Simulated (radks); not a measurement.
Task: Eu3+, configuration [Xe] 4f6 (the NIST ground configuration). Method: Dirac Kohn-Sham, exchange-only LDA, spin-unpolarised, spherical densities, finite nucleus; open shells fill j = l - 1/2 first; Fermi nuclear charge, rms radius 5.1115 fm; computed with a radial shooting solver on a logarithmic mesh with Libxc functionals. Some entries of the table are withheld. Estimate them.

| orbital | occ. | eigenvalue (eV) | <r^2> (bohr^2) | <1/r> (bohr^-1) |
|---|---|---|---|---|
| 1s1/2 | 2 | -48294.76 | 0.0006803 | 70.16 |
| 2s1/2 | 2 | -7952.376 | (1) | 16.71 |
| 2p1/2 | 2 | -7549.488 | 0.007731 | 16.69 |
| 2p3/2 | 4 | -6902.328 | 0.008969 | 14.82 |
| 3s1/2 | 2 | -1772.907 | 0.07126 | 6.078 |
| 3p1/2 | 2 | -1598.362 | 0.06645 | 5.997 |
| 3p3/2 | 4 | -1466.542 | 0.07361 | 5.522 |
| 3d3/2 | 4 | -1163.067 | 0.05895 | (2) |
| 3d5/2 | 6 | -1134.362 | 0.06095 | (3) |
| 4s1/2 | 2 | -375.3548 | 0.3617 | 2.543 |
| 4p1/2 | 2 | (4) | 0.3811 | 2.438 |
| 4p3/2 | 4 | (5) | 0.4207 | 2.276 |
| 4d3/2 | 4 | -167.1673 | 0.4849 | 2.059 |
| 4d5/2 | 6 | -161.8820 | 0.5005 | 2.018 |
| 5s1/2 | 2 | -71.3062 | 2.052 | 0.9881 |
| 5p1/2 | 2 | -52.4675 | 2.552 | 0.8786 |
| 5p3/2 | 4 | -48.2261 | 2.848 | 0.8231 |
| 4f5/2 | 6 | -31.7949 | 0.9940 | 1.489 |
| 4f7/2 | 0 | -31.1191 | 1.020 | 1.473 |

Result: 
(1) 2s1/2 <r^2> (bohr^2): 0.01064
(2) 3d3/2 <1/r> (bohr^-1): 5.401
(3) 3d5/2 <1/r> (bohr^-1): 5.282
(4) 4p1/2 eigenvalue (eV): -307.8978
(5) 4p3/2 eigenvalue (eV): -278.5396
